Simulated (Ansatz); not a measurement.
Na2I2⁻, that is (NaI)2 ring with one electron more. Total charge -1; doublet. Geometry PBE0-D4/def2-SVP, that of the neutral singlet; atoms count from 1.

```xyz
4

Na   -1.0132   -1.1828    0.7481
I     1.3020    0.1232    1.9580
Na    1.0131    1.1828   -0.7480
I    -1.3019   -0.1232   -1.9581
```

In the def2 sets I takes a core potential; there is no spin–orbit coupling. The highest occupied level of the charge -1 doublet lies above zero (up to 0.42 eV). By energy differences its removal costs 0.47 eV (vertical, to the charge 0 singlet, at PBE0-D4/def2-TZVPD); a positive level beside a positive removal energy at the same level points to self-interaction error.

**Question.** Estimate the Mulliken populations from the PBE0/def2-TZVPD orbitals of Ansatz.

**Answer.** 
```json
{"atom": "Na1", "charge (e)": "-0.04", "spin (α − β)": "0.59"}
{"atom": "I2", "charge (e)": "-0.46", "spin (α − β)": "-0.09"}
{"atom": "Na3", "charge (e)": "-0.04", "spin (α − β)": "0.59"}
{"atom": "I4", "charge (e)": "-0.46", "spin (α − β)": "-0.09"}
```
Mulliken values and Mayer orders depend strongly on the basis. With diffuse functions, as here, like atoms can get unlike values, and bond orders can come out too low or too high.

**Question.** Where does the spin sit?

**Answer.** Summed by element: Na 1.18, I -0.18, of 1 unpaired in all. Largest on single atoms: Na1 0.59, Na3 0.59, I4 -0.09.

**Question.** And the Mayer bond orders between bonded heavy atoms (over 0.3)?

**Answer.** Na1–Na3 0.68 (3.46 Å).
